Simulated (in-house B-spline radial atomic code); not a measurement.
La³⁺. Computed with a B-spline radial atomic code. Model: all-electron spherical atom, spin shells full or empty, radial basis limit, no spin-orbit coupling, Breit or QED, empty-state partial waves extrapolated as (l+1/2)^-4, RPA, G0W0 and static COHSEX of the highest shell as one setting changes (uncorrelated shells keep exact exchange).

Given: element La; charge 3; filled core Kr; hamiltonian one-electron scalar X2C; mean-field start PBE; highest l of empty states 9; nuclear rms radius 4.855 fm; highest mean-field shell 5p.

Shell: 4d 5 5, 5s 1 1, 5p 3 3 (electrons up and down).

| lowest nl shells left uncorrelated | RPA correlation energy (hartree) | G0W0 level (eV) | G0W0 minus most complete (meV) | COHSEX level (eV) | linearised minus solved G0W0 (meV) |
| --- | --- | --- | --- | --- | --- |
| 0 | -4.3866 | -50.895 | 0 | -53.918 | -39.2 |
| 1 | ? | ? | ? | ? | ? |
| 2 | ? | ? | ? | ? | ? |
| 3 | -3.4304 | -50.892 | 3.1 | -53.913 | -39.1 |
| 4 | -3.247 | -50.892 | 2.9 | -53.916 | -39.1 |
| 5 | -2.6987 | -50.897 | -2.6 | -53.93 | -39.2 |
| 6 | -1.803 | -50.857 | 37.3 | -53.856 | -38.5 |
| 7 | -1.6427 | -50.859 | 35.4 | -53.862 | -38.5 |
| 8 | -1.1795 | -50.873 | 21.9 | -53.892 | -39 |
| 9 | -0.36698 | -50.49 | 404.9 | -53.232 | -34.7 |
| 10 | -0.25377 | -50.907 | -12 | -53.571 | -37.9 |

Question: What follows for lowest nl shells left uncorrelated = 1?

Answer: RPA correlation energy -4.2006 hartree; G0W0 level -50.894 eV; G0W0 minus most complete 0.5 meV; COHSEX level -53.918 eV; linearised minus solved G0W0 -39.2 meV.

Question: What follows for lowest nl shells left uncorrelated = 2?

Answer: RPA correlation energy -4.002 hartree; G0W0 level -50.894 eV; G0W0 minus most complete 0.6 meV; COHSEX level -53.919 eV; linearised minus solved G0W0 -39.2 meV.
